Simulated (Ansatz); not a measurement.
Spectroscopic constants of RuC, multiplicity 3 (not the ground state: that is measured with 2S+1 = 1). No spin–orbit coupling. The T1 diagnostic near the minimum is 0.079, so single-reference values are doubtful.

Seven points along R, fitted to fifth degree in 1/R; most abundant isotopes. Runs in def2 and cc sets follow the lowest solution found near the PBE0 minimum.

Programs: Ansatz (an electronic-structure program) with Gaussian orbitals. Each number belongs to the level named beside it. In def2 rows elements past Kr take small-core potentials, without spin–orbit coupling.

**Question.** What bond length and harmonic frequency does SVWN5/def2-TZVPP give?

**Answer.** r_e = 1.611 Å, ω_e = 1136 cm⁻¹.

**Question.** What bond length and harmonic frequency does PBE/def2-TZVPP give?

**Answer.** r_e = 1.628 Å, ω_e = 1091 cm⁻¹.

**Question.** What bond length and harmonic frequency does B3LYP/def2-TZVPP give?

**Answer.** r_e = 1.615 Å, ω_e = 1108 cm⁻¹.
